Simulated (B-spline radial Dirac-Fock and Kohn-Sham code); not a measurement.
**Satellites and hypersatellites of the K lines of Ba²⁺**

System: Ba²⁺ in the configuration 1s2 2s2 2p6 3s2 3p6 3d10 4s2 4p6 4d10 5s2 5p6, inside a Watson sphere of charge -2 and radius 2.7 Å (a model of the Madelung potential; inside it an electron's potential energy is raised by 10.7 eV).

Level of theory: multi-electron Dirac-Fock with separately optimised hole states, Breit and Lamb-shift corrections added in first order; a radial atomic solver. Each two-hole energy is an average over J within one jj subconfiguration, not an observable level; in light atoms, where LS coupling holds, the j-resolved values are not observed lines, and for a K spectator the Kα1 hypersatellite is nearly forbidden. The model has no electron correlation.

Lines without a spectator: Kα2 (K-L2) 31813.8 eV, Kα1 (K-L3) 32190.7 eV, Kβ3 (K-M2) 36298.2 eV, Kβ1 (K-M3) 36372.5 eV. Shifts in eV with one spectator hole (a dash: not computed, or left out as unreliable):

```tsv
spectator hole	Kα2	Kα1	Kβ3	Kβ1
L2 (2p1/2)	+76.0	+97.3	–	+201.3
L3 (2p3/2)	+70.1	+71.7	+172.0	–
M2 (3p1/2)	–	+12.10	+26.56	+32.0
M3 (3p3/2)	+8.23	–	+26.07	+25.66
M4 (3d3/2)	+1.71	-1.34	–	–
M5 (3d5/2)	-2.04	+0.35	–	–
```

Q: Where does the K-L3 hypersatellite lie, emitted when both K electrons are missing?

A: +692.6 eV from the normal line, at 32883.3 eV. Removing both K electrons costs 75834.3 eV, which is 934.7 eV more than twice the K binding energy.

With n spectator holes in 2p, averaged over the 2p shell (energies in eV):

| n | KαLⁿ | step | hypersatellite KαʰLⁿ |
| --- | --- | --- | --- |
| 0 | 32065.0 | – | 32748.6 |
| 1 | 32143.4 | +78.4 | 32828.6 |
| 2 | 32223.1 | +79.7 | 32909.9 |
| 3 | 32304.2 | +81.1 | 32992.5 |
| 4 | 32386.7 | +82.4 | 33076.6 |
| 5 | 32470.5 | +83.8 | 33162.0 |
